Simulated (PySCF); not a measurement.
Compound: C4H8GeO.
Cartesian coordinates in Å at the PBE0-D3(BJ)/def2-SVP level; atoms count from 1:
```xyz
14
C4H8GeO angstrom
Ge     2.2833   -0.4024    0.2637
O      1.1515   -0.1626   -1.1026
C     -0.1960    0.0873   -0.9993
C     -1.0287   -0.5977    0.0371
C     -2.1538    0.3742    0.0753
C     -0.7520    0.8663    0.1497
H      3.6052   -0.7139   -0.4440
H      2.3851    0.8881    1.0996
H      1.8256   -1.5815    1.1432
H     -0.6237    0.2444   -2.0031
H     -0.7935   -1.4338    0.6941
H     -2.7440    0.5568   -0.8360
H     -2.7359    0.4127    1.0015
H     -0.2501    1.4578    0.9144
```

Level: CAM-B3LYP/def2-SVPD in PySCF, non-relativistic, on one gas-phase PBE0-D3(BJ)/def2-SVP geometry that isn't relaxed in the solvent. The solvent is an IEF-PCM continuum (Bondi radii, 1.10 Å for H, scaled by 1.2), and excitations are vertical TDDFT with non-equilibrium linear response and a frozen core. Only the electrostatic response of the medium enters. Spin–orbit coupling is left out although an atom past zinc is present.

Gas-phase singlets (H = HOMO, L = LUMO):

| state | E (eV) | λ (nm) | f | leading configurations |
| --- | --- | --- | --- | --- |
| S1 | 6.454 | 192 | 0.003 | H-1→L 47%, H-1→L+1 42% |
| S2 | 6.816 | 182 | 0.017 | H→L 70%, H→L+2 21% |
| S3 | 6.980 | 178 | 0.009 | H-1→L+1 46%, H-1→L 41%, H→L+1 9% |
| S4 | 7.046 | 176 | 0.034 | H→L+1 80% |
| S5 | 7.513 | 165 | 0.059 | H→L+3 90% |

Problem. What are the lowest 5 singlets in benzene (ε = 2.271)?

Solution. 
| state | E (eV) | λ (nm) | f | leading configurations | change by rank (eV) |
| --- | --- | --- | --- | --- | --- |
| S1 | 6.510 | 190 | 0.003 | H-1→L+1 45%, H-1→L 44% | +0.056 |
| S2 | 6.854 | 181 | 0.031 | H→L 67%, H→L+2 18% | +0.038 |
| S3 | 7.043 | 176 | 0.019 | H-1→L 36%, H-1→L+1 34%, H→L+1 23% | +0.063 |
| S4 | 7.084 | 175 | 0.028 | H→L+1 60%, H-1→L+1 16%, H-1→L 10% | +0.038 |
| S5 | 7.451 | 166 | 0.093 | H→L+3 93% | -0.062 |

Problem. The ground-state energy changes by -0.057 eV from gas to benzene. By how much does the total energy of gas-phase S5 change?

Solution. E(S5) = E(S0) + excitation energy, so it changes by -0.057 − 0.062 = -0.119 eV: it is lowered more than the ground state, which is what a red shift means. This is the vertical state, with the slow part of the continuum still set for S0.

Problem. How do the frontier levels move from gas to benzene?

Solution. 
```csv
orbital,gas (eV),solvent (eV),change (eV),"Löwdin shares, gas","Löwdin shares, solvent"
LUMO+2,1.77,1.87,+0.10,"C5 18 %, H13 17 %, Ge1 16 %, H14 8 %","C5 20 %, H13 17 %, Ge1 15 %, H14 8 %"
LUMO+1,1.11,1.18,+0.07,"Ge1 46 %, H8 10 %, H7 10 %, H9 10 %","Ge1 46 %, O2 11 %, H7 10 %, H8 9 %"
LUMO,0.80,0.91,+0.11,"Ge1 46 %, H9 12 %, H8 12 %, H7 11 %","Ge1 46 %, H9 12 %, H8 12 %, H7 11 %"
HOMO,-8.53,-8.48,+0.05,"C4 30 %, C6 28 %, C3 12 %, C5 10 %","C4 29 %, C6 28 %, C3 11 %, C5 10 %"
HOMO-1,-8.75,-8.74,+0.01,"O2 42 %, C3 16 %, C6 13 %, C4 11 %","O2 42 %, C3 16 %, C6 13 %, C4 12 %"
HOMO-2,-10.40,-10.39,+0.01,"O2 49 %, Ge1 15 %, H9 6 %, H7 6 %","O2 47 %, Ge1 16 %, H7 7 %, H9 7 %"
HOMO-3,-10.63,-10.57,+0.06,"C5 32 %, C4 20 %, C6 19 %, Ge1 6 %","C5 32 %, C4 19 %, C6 18 %, Ge1 7 %"
```

The HOMO–LUMO gap goes from 9.32 to 9.39 eV.
